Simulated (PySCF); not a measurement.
An equivalent PySCF input for Al⁺ (aluminium, charge +1), [Ne] 3s2, closed-shell 1S, with the spin-free X2C one-electron Hamiltonian (Gaussian nucleus):

```python
from pyscf import gto, scf, dft, mp, cc
import basis_set_exchange as bse
mol = gto.M(atom="Al 0 0 0", charge=1, spin=0, symmetry="D2h",
            basis=gto.basis.parse(bse.get_basis("aug-cc-pVTZ-DK", elements=["Al"], fmt="nwchem")),
            nucmod="G")
mf = dft.UKS(mol, xc="B3LYP").sfx2c1e()
mf.irrep_nelec = {'Ag': (3, 3), 'B1u': (1, 1), 'B2u': (1, 1), 'B3u': (1, 1)}
mf.kernel()
```

It reaches the same state as the run whose output follows, with an energy that differs only through the grid. The run itself started from symmetry-adapted Hartree-Fock orbitals and held the occupation by maximum overlap, on a logarithmic radial grid, so the iterations belong to that start.

```
SCF conv_tol = 1e-09
number electrons alpha = 6  beta = 6
XC functionals = B3LYP
    P. J. Stephens, F. J. Devlin, C. F. Chabalowski, and M. J. Frisch.,  J. Phys. Chem. 98, 11623 (1994)
cycle= 1 E= -242.609294219747  delta_E= -0.00299  |g|= 0.0198  |ddm|= 0.297
cycle= 2 E= -242.609340708409  delta_E= -4.65e-05  |g|= 0.00928  |ddm|= 0.0337
cycle= 3 E= -242.609354860948  delta_E= -1.42e-05  |g|= 0.000191  |ddm|= 0.0089
cycle= 4 E= -242.609354868759  delta_E= -7.81e-09  |g|= 5.72e-06  |ddm|= 0.000316
cycle= 5 E= -242.609354868768  delta_E= -8.84e-12  |g|= 7.06e-08  |ddm|= 8.43e-06
converged SCF energy = -242.609354868768  <S^2> = -1.0658141e-14  2S+1 = 1
```
